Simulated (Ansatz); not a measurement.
Seven cases of atomisation energy with Al to Br (electronic energies, kcal/mol); geometries: B3LYP-D3(BJ)/def2-TZVP. The cases were drawn at random from those of this class that have a high level and all functionals, leaving out states under which another spin lies or may lie. Left out are anions, K, Ca, elements past Kr, ionisation of Li, Na and Mg, pi-pi* triplets of linear molecules and other triplets made from a closed-shell parent. Runs that doubt their state, and full CI more than 15 mEh from coupled cluster, are set aside; a case stays where another high level and all functionals remain. AFQMC serves as high level only in triple zeta or larger, with a steady walk, a bar under 0.8 kcal/mol and agreement with other high levels or trials where they ran; where none ran, an unstable determinant or (outside 3d species) a high T1 diagnostic also bars it, so strongly correlated cases are thinned. No case was kept or dropped by the size of a functional's miss. High levels with a bar over 0.5 kcal/mol are left out too, and the seventh case lies inside the range of the six. Affinities count positive where energy is released, gaps as the second state minus the first. B3LYP is by Ansatz (a program for electronic structure) in def2-TZVPD. High levels (Ansatz): P = CCSD(T)/CBS(cc-pV(Q+d)Z,cc-pV(5+d)Z) + [CCSDT(Q) - CCSD(T)]/cc-pV(T+d)Z + [CCSDTQ - CCSDT(Q)]/cc-pV(D+d)Z + core + X2C; Q = CCSD(T)/CBS(cc-pV(T+d)Z,cc-pV(Q+d)Z) + [CCSDT(Q) - CCSD(T)]/cc-pV(D+d)Z + core + X2C; R = CCSD(T)/CBS(cc-pV(T+d)Z,cc-pV(Q+d)Z) + [CCSDT(Q) - CCSD(T)]/cc-pV(T+d)Z + core + X2C; S = CCSD(T)/CBS(cc-pVQZ,cc-pV5Z) + [CCSDT(Q) - CCSD(T)]/cc-pVTZ + [CCSDTQ - CCSDT(Q)]/cc-pVDZ. UHF or UKS for unpaired electrons; spin-orbit terms are left out. Cores are frozen in correlated methods (noble-gas shells, and filled d and f shells in the p block). Rows without X2C or -DK are non-relativistic. CBS(X,Y): correlation extrapolated as X^-3, Hartree-Fock from the larger set (Q,5: extrapolated as (X+1)exp(-9√X)). A bracket is a step between two methods taken in the basis named. Functionals run without relativity, which enters their misses. 'core' is core correlation in cc-pwCVTZ (1s frozen past Ne), 'X2C' scalar relativity in cc-pVTZ-DK, both at CCSD(T). For partners of very few electrons the exact lower level stands in for a higher one. The restricted determinant of C3H3NS (c1cscn1, singlet) is unstable towards broken spin symmetry in at least one set run. The UHF reference of H3Si2 ([Si][SiH3], doublet) is spin-contaminated (<S^2> up to 0.28 over the pure value in the sets run).

```json
[
 {"case": "Si2H3 (SMILES [Si][SiH3], doublet)", "B3LYP": "285.3", "level": "R", "high level": "287.5"},
 {"case": "CH2NS (SMILES N[C]=S, doublet)", "B3LYP": "419.8", "level": "Q", "high level": "416.9"},
 {"case": "HSe2 (SMILES [SeH][Se], doublet)", "B3LYP": "141.6", "level": "S", "high level": "141.0"},
 {"case": "C3H3NS (SMILES c1cscn1)", "B3LYP": "832.6", "level": "Q", "high level": "840.5"},
 {"case": "BH2S (SMILES B[S], doublet)", "B3LYP": "289.8", "level": "P", "high level": "286.9"},
 {"case": "P2H3 (SMILES P[PH], doublet)", "B3LYP": "291.4", "level": "R", "high level": "287.2"},
 {"case": "CH5ClOSi (SMILES Cl[SiH2]CO)", "B3LYP": "723.1", "level": "Q", "high level": "withheld"}
]
```

**Question.** Fit a straight line from B3LYP to the high level over the first six rows by least squares, predict the seventh, and compare with the calculation.

**Answer.** Means: B3LYP 376.75, high level 376.67. Sxx = 288156, Sxy = 292183, slope 1.0140, intercept -5.36 kcal/mol; residual standard deviation 3.4 kcal/mol. Seventh row: 1.0140·(723.1) -5.36 = 727.9 kcal/mol. The calculation gave 736.7 kcal/mol: the line differs from it by -8.8, B3LYP itself by -13.6.
